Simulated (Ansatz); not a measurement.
Calculated with Ansatz (gas phase, PBE0-D4/def2-TZVP geometries, no zero-point term in ΔE). CCSD(T)/CBS is the MP2 limit (def2-TZVPP, def2-QZVPP) plus CCSD(T) − MP2 in def2-TZVPP, frozen cores. Functionals use def2-TZVPP. B3LYP here is the variant with VWN-RPA as its local correlation; programs differ in this. One conformer a species, not always the lowest.

Reaction (ligand exchange at the Si–S bond): `CO[SiH2]S[SiH](F)F` + `S[SiH2]Cl` → `CO[SiH2]S[SiH2]Cl` + `F[SiH](F)S`

`CO[SiH2]S[SiH](F)F`:

Z-matrix (Å, degrees):
```
C
O 1 1.414
H 1 1.094 2 110.4
H 1 1.094 2 111.6 3 -121.5
H 1 1.091 2 108.2 3 119.0
Si 2 1.637 1 125.5 3 90.5
S 6 2.140 2 107.2 1 136.8
H 6 1.485 2 109.2 1 16.1
H 6 1.482 2 112.6 1 -107.1
Si 7 2.108 6 95.7 2 -32.3
F 10 1.589 7 111.1 6 -48.2
F 10 1.585 7 106.4 6 -164.3
H 10 1.468 7 115.5 6 75.8
```

`S[SiH2]Cl`:

Z-matrix (Å, degrees):
```
Si
Cl 1 2.054
S 1 2.120 2 112.9
H 1 1.478 2 108.5 3 -116.6
H 1 1.479 2 106.5 3 122.3
H 3 1.344 1 94.3 2 70.4
```

`CO[SiH2]S[SiH2]Cl`:

Z-matrix (Å, degrees):
```
C
O 1 1.411
H 1 1.092 2 108.8
H 1 1.093 2 109.8 3 119.0
H 1 1.095 2 111.9 3 -120.4
Si 2 1.630 1 126.8 3 129.6
S 6 2.148 2 112.6 1 108.0
H 6 1.484 2 109.1 1 -14.4
H 6 1.479 2 109.7 1 -137.3
Si 7 2.115 6 99.6 2 -45.0
Cl 10 2.060 7 112.2 6 -55.3
H 10 1.478 7 106.8 6 -173.9
H 10 1.478 7 112.0 6 63.9
```

`F[SiH](F)S`:

```xyz
6

F    -0.546   -1.611   -0.019
Si   -0.471   -0.040    0.181
F    -0.039    0.167    1.692
S     0.914    0.835   -1.139
H    -1.798    0.552   -0.041
H     1.939    0.097   -0.675
```

(1) Is it downhill or uphill in electronic energy at CCSD(T)/CBS, and by how much? (Best estimate.)

(2) What do these levels give: B3LYP-D4, ωB97X-V, PBE0, MP2/def2-TZVPP, CCSD(T)/def2-TZVPP, MP2/CBS(def2)? (Estimate.)

Largest T1 diagnostic among the species: 0.012.

Results:

(1) Ansatz gave: Nearly level: ΔE = +0.5 kJ/mol.

(2) The calculation gave: B3LYP-D4 -0.1, ωB97X-V 1.6, PBE0 2.7, MP2/def2-TZVPP -0.6, CCSD(T)/def2-TZVPP 0.5, MP2/CBS(def2) -0.6 kJ/mol.

The D4 term adds −3.6 kJ/mol with B3LYP and −2.2 kJ/mol with PBE0; it sums over pairs of atoms, weighted by their polarisabilities, and B3LYP, whose exchange is more repulsive, gets the larger term. In def2-TZVPP, CCSD(T) changes the Hartree–Fock value by −4.3 kJ/mol (the triples alone add −0.9 kJ/mol) and MP2 by −5.4 kJ/mol.
